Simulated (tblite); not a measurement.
C6H12F2OSi.
Cartesian coordinates in Å at the GFN2-xTB level; atoms count from 1:
```
atom  x, y, z in Å
C1     3.7443    0.5590    0.1446
O2     2.3763    0.3085    0.2818
Si3    1.4033   -0.4960   -0.7223
C4    -0.2631   -0.4956    0.2082
F5    -0.1152   -1.3131    1.3436
C6    -0.7675    0.8631    0.6880
C7    -2.2680    0.6536    0.8832
C8    -2.6601   -0.2397   -0.2910
F9    -2.9761    0.5493   -1.3864
C10   -1.4172   -1.0782   -0.6132
H11    3.9471    1.0979   -0.7831
H12    4.0621    1.1638    0.9939
H13    4.3080   -0.3757    0.1342
H14    1.2467    0.2006   -2.0031
H15    1.8337   -1.8765   -0.9524
H16   -0.5881    1.6080   -0.0871
H17   -0.2566    1.1675    1.5987
H18   -2.8340    1.5838    0.8770
H19   -2.4580    0.1229    1.8161
H20   -3.5555   -0.8403   -0.1019
H21   -1.2107   -1.0190   -1.6803
H22   -1.5616   -2.1244   -0.3492
```

All values are computed: GFN2-xTB (tblite) harmonic vibrations without scaling, gas phase. Against measured fundamentals such values can be off by several per cent, at times by over 20. Modes of hydrogen on silicon can be 10 to 20 % off. One conformer, not necessarily the lowest.

Harmonic wavenumbers (cm⁻¹): 25.2, 39.5, 78.0, 86.8, 115.1, 135.4, 206.4, 217.8, 238.6, 328.5, 369.4, 395.4, 447.8, 463.9, 533.0, 609.7, 675.2, 744.8, 767.8, 795.7, 803.0, 833.0, 862.3, 887.4, 970.8, 990.3, 1017.7, 1041.2, 1058.1, 1107.6, 1130.4, 1131.6, 1136.6, 1163.4, 1171.7, 1177.9, 1203.6, 1241.5, 1281.6, 1295.9, 1306.8, 1327.5, 1414.7, 1455.6, 1456.5, 1467.6, 1476.2, 1484.4, 2233.3, 2272.4, 2938.4, 2960.8, 2973.3, 2997.5, 2999.0, 3009.0, 3017.4, 3018.6, 3022.8, 3031.9.

A = 2298, B = 597.6, C = 580.1 MHz; mass 166.063 u (most abundant isotopes); point group C1, symmetry number 1.

Zero-point energy?

Half the sum of the wavenumbers: 37322 cm⁻¹ = 446.47 kJ/mol.

Entropy at 298.15 K, 1 bar (ideal gas, RRHO, classical rotation)?

Translation 172.62, rotation 127.11, vibration 166.35: S = 466.1 J/(mol K).

And Cp and H(298.15 K) − H(0)?

Cp = 188.08 J/(mol K), of which vibrations give 154.82 (their classical limit is 60 R = 498.9); H(298.15 K) − H(0) = 34.18 kJ/mol without the zero-point energy, 24.27 from vibrations.

Which modes carry the vibrational entropy at 298.15 K?

25.2 cm⁻¹: 25.84; 39.5 cm⁻¹: 22.11; 78.0 cm⁻¹: 16.49; 86.8 cm⁻¹: 15.61; 115.1 cm⁻¹: 13.31; 135.4 cm⁻¹: 12.00 J/(mol K); the other 54 give 60.99 together.

What must be added to the electronic energy to get the Gibbs energy at 298.15 K and 1 bar?

ZPE + [H(298.15 K) − H(0)] − T·S = 446.47 + 34.18 − 138.96 = 341.69 kJ/mol.

Hindered rotation and anharmonicity are outside this model. Other conformers, if any are populated, would add a mixing term that is left out. The structure is chiral; the term R ln 2 for an equal mix with its mirror image is left out.
